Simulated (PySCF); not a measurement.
Vertical excitations of a molecule C₄H₇FO from PySCF with TDA-LC-ωPBE/def2-SVPD, as energy in eV (oscillator strength): 7.60 (0.008), 8.58 (0.002), 8.81 (0.021), 8.99 (0.015), 9.11 (0.019), 9.28 (0.051), 9.30 (0.018), 9.44 (0.022), 9.66 (0.006), 9.73 (0.025). Lowest triplet (TDA): 7.17 eV. The structure is a stationary point at PBE-D3(BJ)/def2-SVP. Other conformers were not sampled.

Problem. Pick the molecule that these values belong to.
A) CC1(F)COC1
B) OC[C@H]1C[C@@H]1F
C) COC1(F)CC1
D) F[C@H]1CCOC1

Solution. B, OC[C@H]1C[C@@H]1F
